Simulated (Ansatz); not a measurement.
`NC[SiH2]F` and `COC[SiH2]F` differ in one atom or group.

Ansatz, PBE0-D4/def2-TZVP geometries, multiplicity 1. Each molecule was computed in one conformer, which needn't be the lowest.

| property | `NC[SiH2]F` |
| --- | --- |
| size of the dipole moment (B3LYP/def2-TZVPP) / D | 2.31 |
| size of the dipole moment (ωB97M-V/def2-TZVPP) / D | 2.29 |
| LUMO energy (B3LYP/def2-TZVPP) / eV | 0.04 |
| HOMO energy (PBE/def2-TZVPP) / eV | -5.70 |
| HOMO energy (ωB97M-V/def2-TZVPP) / eV | -9.55 |
| size of the dipole moment (PBE/def2-TZVPP) / D | 2.32 |

Problem. Give the same properties after the change, and the shifts. (Best estimate.)

Solution. The calculation gave: 
```tsv
property	`COC[SiH2]F`	shift
size of the dipole moment (B3LYP/def2-TZVPP) / D	2.35	0.04
size of the dipole moment (ωB97M-V/def2-TZVPP) / D	2.33	0.04
LUMO energy (B3LYP/def2-TZVPP) / eV	0.05	0.01
HOMO energy (PBE/def2-TZVPP) / eV	-5.75	-0.05
HOMO energy (ωB97M-V/def2-TZVPP) / eV	-9.58	-0.03
size of the dipole moment (PBE/def2-TZVPP) / D	2.19	-0.13
```

Dipoles are sizes alone; their direction can turn.

B3LYP here is the variant with VWN-RPA as its local correlation; programs differ in this.
